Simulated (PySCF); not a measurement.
FH5O3Si2, SMILES O[Si](O)([SiH2]F)O. Geometry optimised at r2SCAN-D4/def2-SVP. This is a generated structure with no PubChem entry under its InChIKey; it may be hypothetical. The values are those of a single conformer.

Computed equilibrium geometry at r2SCAN-D4/def2-SVP (PySCF confirms it by a frequency run) as a Z-matrix (one conformer of several):
```
Si
O 1 1.6560
H 2 0.9665 1 116.70
O 1 1.6569 2 108.40 3 40.03
H 4 0.9651 1 115.47 2 -147.85
O 1 1.6647 2 114.68 3 -76.04
H 6 0.9643 1 117.71 2 -67.68
Si 1 2.3354 2 102.83 3 161.60
F 8 1.6386 1 108.27 2 176.86
H 8 1.4923 9 108.02 1 -122.07
H 8 1.4955 10 108.73 9 116.23
```
Charge 0, spin multiplicity 1.
